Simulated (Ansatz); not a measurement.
Reaction (cleavage of the Si–B bond): `B[SiH2]B(C)[SiH3]` + HCl → `B[SiH2]Cl` + `CB[SiH3]`

Isolated molecules relaxed with PBE0-D4/def2-TZVP in Ansatz; ΔE leaves out vibrations. CBS: MP2 limit from def2 TZ/QZ plus the TZ coupled-cluster correction, frozen cores. This one scheme is used for every species. Functionals use def2-TZVPP. Each species was taken in one conformer, which may not be the lowest.

```tsv
level	ΔE (kJ/mol)
r2SCAN-D4	-89.1
B2PLYP	-103.4
```

Question: What does CCSD(T)/CBS give? (An estimate is asked.)

Answer: The calculation gave: -95.1 kJ/mol. The listed levels differ from it by 6.0, -8.3 kJ/mol.

Largest T1 diagnostic among the species: 0.015.

From PBE to PBE0 (25 % exact exchange), in def2-TZVPP and without D4, ΔE moves by −9.9 kJ/mol. In def2-TZVPP, CCSD(T) changes the Hartree–Fock value by +40.3 kJ/mol (the triples alone add +6.0 kJ/mol) and MP2 by +32.1 kJ/mol. The D4 term adds +10.3 kJ/mol with B3LYP and +6.3 kJ/mol with PBE0; it sums over pairs of atoms, weighted by their polarisabilities, and B3LYP, whose exchange is more repulsive, gets the larger term.

B3LYP here is the variant with VWN-RPA as its local correlation; programs differ in this.
